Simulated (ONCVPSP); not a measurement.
## Building the ONCV potential for titanium (Ti) (LDA (Perdew-Wang 92), fully relativistic).

ONCVPSP 4.0.1 input, shortened (lines: element, Z, core and valence counts, functional; n l f; lmax; l rc ep ncon nbas qcut; lloc lpopt rc5 dvloc0; l nproj debl; icmod fcfact rcfact), LDA (Perdew-Wang 92), fully relativistic:

```
  Ti 22.00    3    3  -001012      upf
    1    0    2.00
    2    0    2.00
    2    1    6.00
    3    0    2.00
    3    1    6.00
    3    2    2.00
    3
    0    1.20    0.00    3    7    7.90
    1    1.65    0.00    3    7    7.50
    2    1.40    0.00    4    9   12.40
    3    1.25    0.41    4    8   10.30
    4    5    0.80   -1.00
    0    1    0.40
    1    2    3.30
    2    2    1.80
    3    1    1.50
    3    5.50    1.80
```

Open shells are filled in proportion to 2j + 1.

(1) Estimate the cutoffs (Ha) at which the residual kinetic energy of the hardest occupied pseudo-wave falls to 1 and 0.1 mHa per electron.

(2) Does the potential have ghost states?

(3) Which valence shell sets the plane-wave cutoff?

(4) Tests: 3s2 3p6 3d2 4s2; 3s2 3p6 3d2 4s1; 3s2 3p6 3d1; 3s2 3p6 3d2 4s1.5. Which has the largest error in its energy relative to the reference configuration, and how large is it?

## Answers

(1) 50 Ha and 58 Ha.

(2) No bound ghost flagged; GHOST(+) flagged for s at 26.6 eV.

(3) 3d: 50 Ha for 1 mHa per electron, against 26 Ha for 3s.

(4) 3s2 3p6 3d2 4s2, with +539 meV (all-electron minus pseudo) on -21.32 eV.
